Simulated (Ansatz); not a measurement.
Steps of a relaxation of CH5NSSi, SMILES `C=N[SiH2]S` with RKS PBE0-D4/def2-TZVP.

```sh
$ ansatz run in.yaml --threads 2 --pin off --events-out ev --progress --plain --max-ram 4352MiB
```

```yaml
crystal:
  periodic: [false, false, false]
  atoms:
    - {symbol: C, position_ang: [-0.023657, 1.375735, -1.183555]}
    - {symbol: N, position_ang: [0.115160, 0.899858, -0.010146]}
    - {symbol: Si, position_ang: [0.403166, -0.803394, 0.360715]}
    - {symbol: S, position_ang: [-1.261491, -1.567704, 1.492734]}
    - {symbol: H, position_ang: [0.031872, 0.777825, -2.131840]}
    - {symbol: H, position_ang: [-0.216892, 2.464917, -1.329611]}
    - {symbol: H, position_ang: [1.681635, -0.845723, 1.146078]}
    - {symbol: H, position_ang: [0.483797, -1.706812, -0.846379]}
    - {symbol: H, position_ang: [-1.125088, -0.641101, 2.485005]}
basis:
  gaussian: {orbitals: def2-TZVP}
hamiltonian: {xc: pbe0, dispersion: d4}
relax: {f_tol: 0.005, max_steps: 150}
```

Positions (Å) and forces (eV/Å) along the path, 9 of 9 steps:

```xyz
9
step=1 energy=-21313.4167 eV
C    -0.024    1.376   -1.184    0.062   -0.216    0.422
N     0.115    0.900   -0.010   -0.047   -0.108   -0.985
Si    0.403   -0.803    0.361   -0.099    0.274   -0.039
S    -1.261   -1.568    1.493    0.366    0.485    0.157
H     0.032    0.778   -2.132   -0.028    0.281    0.594
H    -0.217    2.465   -1.330    0.119   -0.612    0.144
H     1.682   -0.846    1.146   -0.309    0.005   -0.178
H     0.484   -1.707   -0.846   -0.017    0.234    0.252
H    -1.125   -0.641    2.485   -0.046   -0.342   -0.367
9
step=2 energy=-21313.4639 eV
C    -0.023    1.360   -1.174   -0.010    0.036   -0.036
N     0.111    0.898   -0.010    0.056   -0.271   -0.103
Si    0.398   -0.793    0.357   -0.059    0.260   -0.010
S    -1.249   -1.554    1.478    0.074    0.143    0.096
H     0.024    0.758   -2.101    0.000    0.075    0.169
H    -0.203    2.437   -1.322    0.023   -0.167    0.021
H     1.660   -0.837    1.139   -0.061   -0.006   -0.051
H     0.482   -1.674   -0.848   -0.004    0.061    0.050
H    -1.111   -0.641    2.465   -0.019   -0.132   -0.136
9
step=3 energy=-21313.4689 eV
C    -0.017    1.355   -1.175   -0.033    0.045   -0.014
N     0.120    0.900   -0.012   -0.018   -0.096    0.044
Si    0.390   -0.780    0.361    0.034    0.077   -0.031
S    -1.251   -1.551    1.474    0.005    0.017    0.002
H     0.030    0.748   -2.093    0.004   -0.026   -0.005
H    -0.204    2.424   -1.329    0.021    0.014   -0.011
H     1.654   -0.833    1.131    0.001   -0.013    0.022
H     0.472   -1.650   -0.846   -0.008   -0.010   -0.015
H    -1.106   -0.661    2.471   -0.007   -0.008    0.008
9
step=4 energy=-21313.4681 eV rejected
C    -0.028    1.353   -1.177    0.166    0.066   -0.006
N     0.111    0.899   -0.013   -0.018    0.003    0.012
Si    0.393   -0.775    0.359   -0.025    0.005    0.020
S    -1.248   -1.546    1.471   -0.032   -0.048   -0.003
H     0.028    0.745   -2.092   -0.051   -0.034   -0.018
H    -0.185    2.426   -1.335   -0.072    0.001   -0.003
H     1.653   -0.830    1.135    0.011    0.003    0.001
H     0.472   -1.644   -0.849    0.003   -0.012   -0.008
H    -1.106   -0.674    2.483    0.017    0.017    0.006
9
step=5 energy=-21313.4694 eV
C    -0.018    1.355   -1.177   -0.020    0.023    0.004
N     0.116    0.899   -0.012    0.011   -0.013   -0.004
Si    0.392   -0.777    0.359   -0.001    0.014    0.008
S    -1.249   -1.547    1.472   -0.012   -0.010    0.000
H     0.026    0.746   -2.093    0.007   -0.012    0.000
H    -0.197    2.426   -1.332    0.005    0.002   -0.005
H     1.652   -0.833    1.136    0.002   -0.002    0.000
H     0.472   -1.648   -0.848    0.001   -0.002   -0.003
H    -1.106   -0.668    2.478    0.006    0.001    0.001
9
step=6 energy=-21313.4695 eV
C    -0.017    1.357   -1.179   -0.019    0.012   -0.002
N     0.115    0.901   -0.015    0.008   -0.018    0.013
Si    0.390   -0.776    0.359    0.000    0.020    0.007
S    -1.251   -1.548    1.473   -0.013   -0.008   -0.005
H     0.028    0.746   -2.095    0.006   -0.006   -0.002
H    -0.195    2.427   -1.335    0.005    0.003   -0.007
H     1.648   -0.831    1.139    0.007   -0.001   -0.001
H     0.471   -1.647   -0.847   -0.001   -0.004   -0.003
H    -1.101   -0.676    2.484    0.006    0.002    0.000
9
step=7 energy=-21313.4695 eV
C    -0.017    1.357   -1.180    0.004   -0.008    0.000
N     0.115    0.904   -0.014   -0.007    0.022   -0.012
Si    0.387   -0.772    0.360    0.004   -0.015    0.000
S    -1.258   -1.544    1.468    0.009    0.002    0.002
H     0.032    0.742   -2.093   -0.004    0.003   -0.001
H    -0.195    2.427   -1.342    0.003   -0.005    0.006
H     1.646   -0.830    1.140   -0.004   -0.003    0.003
H     0.470   -1.642   -0.847    0.000    0.004   -0.001
H    -1.091   -0.688    2.491   -0.005   -0.001    0.003
9
step=8 energy=-21313.4696 eV
C    -0.017    1.357   -1.181   -0.003    0.005    0.006
N     0.115    0.905   -0.014    0.003   -0.003   -0.003
Si    0.387   -0.771    0.360   -0.001    0.002   -0.001
S    -1.256   -1.546    1.469    0.000   -0.001    0.000
H     0.029    0.741   -2.094    0.001    0.000   -0.001
H    -0.192    2.427   -1.343    0.001   -0.004   -0.002
H     1.645   -0.829    1.141    0.000   -0.001    0.000
H     0.470   -1.640   -0.848    0.000    0.002    0.001
H    -1.093   -0.689    2.492    0.000    0.000    0.001
9
step=9 energy=-21313.4696 eV
C    -0.017    1.357   -1.181    0.000    0.001   -0.002
N     0.116    0.905   -0.015    0.000    0.000    0.001
Si    0.388   -0.771    0.361    0.002    0.001    0.000
S    -1.256   -1.545    1.468   -0.001   -0.001    0.001
H     0.028    0.741   -2.094    0.000    0.000    0.001
H    -0.191    2.427   -1.343    0.000   -0.001    0.000
H     1.645   -0.830    1.142   -0.001    0.000    0.000
H     0.470   -1.640   -0.848    0.000    0.000    0.000
H    -1.093   -0.690    2.492    0.000    0.000    0.000
```

Hardware: 2 threads of an Intel Xeon Platinum 8488C on a shared host. Wall time 29 s, peak host memory 0.38 GiB.
